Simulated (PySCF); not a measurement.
Job for PySCF: R-MP2/6-31G* on CH4OSe (a complex), monomers drawn apart or pushed together.

```python
from pyscf import gto, scf, dft, mp
from pyscf.data.elements import chemcore

mol = gto.M(
    atom='''
    C     0.35369503    0.06697859   -0.32921508
    O     1.08376514   -0.66806895    0.27787216
    H     0.20414094   -0.03381530   -1.42102299
    H    -0.20388032    0.87851390    0.17369570
    Se    0.90243976    1.06179169    4.44117262
    H     0.46214243   -0.33779697    4.42191664
    H     0.25608781    1.29724149    5.74303418
    ''',
    basis='6-31g*',
    cart=True,
    charge=0, spin=0, verbose=3, max_memory=1800)
mf = scf.RHF(mol)
mf.conv_tol = 1e-8
mf.max_cycle = 100
mf.kernel()
if not mf.converged:
    mf = mf.newton().run(mf.mo_coeff, mf.mo_occ)
pt = mp.MP2(mf, frozen=chemcore(mol)).run()
```

Output:

```
converged SCF energy = -2514.56030956034
E(RMP2) = -2515.12814665922  E_corr = -0.567837098875808
E(SCS-RMP2) = -2515.10494293376  E_corr = -0.544633373414372
```

The run converged.

Cost: about 0.5 core-seconds (a rough figure).
